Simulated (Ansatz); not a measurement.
This geometry of BH6SbSi (9 atoms, charge 0, multiplicity 1) is a first-order saddle point.

Method: RKS B3LYP/def2-SVP in Ansatz.

```xyz
9
Properties=species:S:1:pos:R:3
B -1.011 0.339 -0.625
Si 0.927 0.857 -0.703
Sb 0.087 -0.918 1.023
H -1.409 -0.367 -1.520
H -1.742 1.156 -0.117
H 1.558 1.975 0.059
H 1.972 0.206 -1.548
H 0.042 -2.594 0.821
H -0.425 -0.654 2.610
```

Task: Which two structures does it join? (They come from a converged band through this point; their orientation in space is the band's.)

Result: No bond is made or broken. The height of Sb3 over the plane of its neighbours goes from -1.10 to 1.10 Å. The two ends are copies of one structure, up to a mirror image or an exchange of like atoms. The height can change sign by an inversion or by a turn that exchanges like atoms.

First end point:

```xyz
9
Properties=species:S:1:pos:R:3
B -1.039 0.521 -0.576
Si 0.919 0.645 -0.509
Sb 0.606 -0.903 1.624
H -1.573 -0.390 -1.158
H -1.706 1.316 0.037
H 1.587 1.902 -0.066
H 1.783 -0.088 -1.476
H 0.536 -2.312 0.636
H -1.112 -0.692 1.487
```

Last end point:

```xyz
9
Properties=species:S:1:pos:R:3
B -1.039 0.569 -0.527
Si 0.921 0.516 -0.639
Sb 0.611 -1.620 0.907
H -1.691 -0.054 -1.327
H -1.586 1.146 0.377
H 1.771 1.489 0.101
H 1.601 0.079 -1.890
H 0.521 -0.629 2.314
H -1.108 -1.496 0.683
```

Task: How far does it lie above each of them?

Result: 0.96 eV above the first and 0.96 eV above the second. This is the barrier of this one path; another mechanism may lie lower.

The run took 22 min on 1 thread of AMD EPYC (Zen 3), on a shared host, peak memory 0.21 GiB.
